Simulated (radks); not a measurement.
Results of a calculation; reference values are marked as such.
Neutral nickel, configuration [Ne] 3s2 3p5 3d8 4s2 4f1 (not the ground configuration).

Code: a radial shooting solver on a logarithmic mesh with Libxc functionals. Model: Dirac Kohn-Sham, PBE, spin-unpolarised, spherical densities, point nucleus; open shells fill j = l - 1/2 first.

Energy parts (hartree):
part                       energy
total                 -1517.72479
kinetic                1542.37358
electron-nucleus      -3632.59128
Hartree                 635.09776
exchange-correlation    -62.60486

Orbitals (lengths in bohr, moments of r in powers of bohr; <r^-3> diverges for s and p1/2; r(max) is where P^2 peaks; r(90%) holds 90 % of the orbital's charge):
orbital  occ.  eigenvalue (hartree)   r(max)  r(90%)     <r^-3>    <1/r>
1s1/2       2             -302.4521  0.03539  0.0966          -    28.09
2s1/2       2             -36.69517   0.2045   0.379          -    6.101
2p1/2       2             -32.09909   0.1629   0.349          -    6.053
2p3/2       4             -31.45540   0.1656   0.354      607.8    5.927
3s1/2       2              -4.64528   0.6378    1.10          -    1.937
3p1/2       2              -3.23647   0.6392    1.17          -    1.811
3p3/2       3              -3.15351   0.6467    1.19      78.92    1.782
3d3/2       4              -0.85248   0.6179    1.56      7.828    1.446
3d5/2       4              -0.84267   0.6204    1.57      7.662    1.438
4s1/2       2              -0.49131    2.025    3.58          -   0.5449
4f5/2       1              -0.01596    16.63    23.9  0.0003752  0.06343
4f7/2       0              -0.01596    16.63    23.9  0.0003752  0.06343

The highest occupied level is 4f5/2 at -0.434 eV. Summed over all electrons, <r^2> = 353.8 bohr^2, which gives a Langevin (diamagnetic) susceptibility term of -280 x 10^-6 cm^3/mol. The density falls to 0.001 e/bohr^3 at r = 3.91 bohr.
